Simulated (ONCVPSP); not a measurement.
## Before and after: ONCV potential for germanium (Ge)

ONCVPSP 4.0.1 input, shortened (lines: element, Z, core and valence counts, functional; n l f; lmax; l rc ep ncon nbas qcut; lloc lpopt rc5 dvloc0; l nproj debl; icmod fcfact rcfact), PBE, scalar-relativistic:

```
  Ge 32.00    6    1        4      upf
    1    0    2.00
    2    0    2.00
    2    1    6.00
    3    0    2.00
    3    1    6.00
    3    2   10.00
    4    0    2.00
    2
    0    1.65    0.00    3    7    4.40
    1    1.40    0.17    3    7    4.90
    2    1.40    0.32    4    7    7.00
    2    5    1.40    0.00
    0    2    0.50
    1    2    3.80
    2    0    3.30
    3    2.50    1.55
```

In the s channel the program set the typed energies aside and used -1.075, 0.250 Ha. In the p channel the program set the typed energies aside and used 0.050, 3.850 Ha.

Change: functional BLYP. In the s channel the program set the typed energies aside and used -1.078, 0.250 Ha. In the p channel the program set the typed energies aside and used 0.050, 3.850 Ha.

Cutoffs: the cutoffs (Ha) at which the residual kinetic energy of the hardest occupied pseudo-wave falls to 1 and 0.1 mHa per electron; they do not see the model core or the augmentation charge, which bear on the density cutoff. Errors are all-electron minus pseudo energies relative to the spin-unpolarised reference configuration.

Q: Predict the effect on cutoff, ghosts and configuration errors.

A: The potential gets neither clearly harder nor softer (8.8 Ha and 21 Ha → 8.8 Ha and 22 Ha); both files keep a bound ghost (s); of the 4 tests that both files solve, the error grows in 1 and shrinks in 3 by more than 15 % and 0.3 meV (median size 58.1 → 12.7 meV).

```tsv
quantity	base	changed
cutoff, loose	8.8 Ha	8.8 Ha
cutoff, tight	21 Ha	22 Ha
bound ghosts	s	s
GHOST(+) flags under 300 eV	p at 131.8 eV	p at 131.6 eV
error for 4s2 4p2, meV [ΔE -22.88 → -22.82 eV]	-74	+3.8
error for 4s2 4p1, meV [ΔE -15.44 → -15.46 eV]	-11	+19
error for 4s1, meV [ΔE 34.79 → 34.95 eV]	-88	-12
error for 4s2 4p1.5, meV [ΔE -20.08 → -20.07 eV]	-42	+14
s: phases at 1.67 bohr within 0.05 rad from the reference energy up to (Ha; the scan ends near 5)	3.7	3.7
p: phases at 1.42 bohr within 0.05 rad from the reference energy up to (Ha; the scan ends near 5)	4.8	4.8
d: phases at 1.42 bohr within 0.05 rad from the reference energy up to (Ha; the scan ends near 5)	0.6	0.6
rms error of d²Exc/dni dnj with the model core, mHa	1.17	8.52
```

 A true bound ghost makes a file unfit for plane-wave use even where its test errors are small: the radial tests pick states by their node count and pass the ghost by.
